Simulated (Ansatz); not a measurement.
Molecule: sum formula GaBrCl$_{2}$, net charge 0, singlet state. SMILES: [Cl][Ga]([Cl])[Br]
Coordinates optimised at B3LYP-D3(BJ)/def2-TZVP (Ansatz, a program for electronic structure):
```xyz
4

Cl    -1.1094     2.1013     0.0083
Ga    -0.4196     0.0856     0.0056
Cl    -1.8435    -1.4990     0.0313
Br     1.8059    -0.3683    -0.0242
```
Charge 0, spin multiplicity 1.

Parts of the frozen-core correlation energy in def2-TZVPP (Ansatz, hartree). Frozen orbitals: 38; correlated occupied orbitals by spin: 12 and 12; virtual: 130 and 130. Spin-orbit coupling is left out. No relativistic terms.

```csv
term,value
reference (HF),-5414.87792
MP2 opposite-spin,-0.44680
MP2 same-spin,-0.15175
CCSD correlation,-0.64437
(T),-0.02769
T1 diagnostic,0.009
largest doubles amplitude,0.022
```
